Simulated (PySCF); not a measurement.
## Where the electron goes

Compound: Cd(CCH)2, C4H2Cd (singlet state).
Geometry (PBE0-D3(BJ)/def2-SVP, Å), atoms numbered from 1 in this order:
```
atom  x, y, z in Å
Cd1   -0.0114   -0.0048    0.0000
C2    -0.0034   -0.0220    2.0298
C3     0.0049   -0.0288    3.2500
H4     0.0124   -0.0356    4.3260
C5    -0.0092    0.0173   -2.0298
C6     0.0000    0.0308   -3.2499
H7     0.0067    0.0430   -4.3259
```

Level of theory: PySCF 2.14.0, density-fitted response routines, TDDFT CAM-B3LYP/def2-SVPD, vertical, gas phase, core orbitals frozen in the response, def2 core potentials past Kr. Spin–orbit coupling is left out.

Kohn–Sham orbitals with the atoms that hold most of them (Löwdin shares over 4%, at most four atoms):

```tsv
orbital	ε (eV)	atoms
LUMO+2	1.06	Cd1 69%, C5 11%, C2 11%
LUMO+1	-0.25	Cd1 60%, C2 11%, C5 11%, C3 8%
LUMO	-0.25	Cd1 60%, C2 11%, C5 11%, C3 8%
HOMO	-9.20	C3 24%, C6 24%, C2 22%, C5 22%
HOMO-1	-9.20	C3 24%, C6 24%, C2 22%, C5 22%
HOMO-2	-9.49	C2 23%, C5 23%, C6 22%, C3 22%
HOMO-3	-9.49	C5 23%, C2 23%, C6 22%, C3 22%
```

Within 0.005 eV of a neighbour in this list lie HOMO-3/HOMO-2, HOMO-1/HOMO and LUMO/LUMO+1 (point group found: D∞h).

Question: How does S1 compare with the orbital gap of 8.94 eV?

Answer: S1 is at 5.43 eV (f = 0.0000), 3.52 eV below the gap, made of HOMO-1/HOMO→LUMO/LUMO+1 (≥67%). Without the coupling terms of the response equations the lowest excitation would equal the gap.

Next come S2 at 5.57 eV (f 0.0000), HOMO-1/HOMO→LUMO/LUMO+1 (≥86%); S3 at 5.57 eV (f 0.0000), HOMO-1/HOMO→LUMO/LUMO+1 (≥86%); S4 at 5.63 eV (f 0.0000), HOMO-3/HOMO-2→LUMO/LUMO+1 (≥61%), HOMO-1/HOMO→LUMO+6 (≥8%); S5 at 5.81 eV (f 0.0000), HOMO-3/HOMO-2→LUMO/LUMO+1 (≥62%).

Orbitals of the list HOMO-3 to LUMO+2 that lie within 0.01 eV of each other are written together with a slash and their weights summed (≥ marks a lower bound); for degenerate orbitals outside that list single weights are arbitrary.
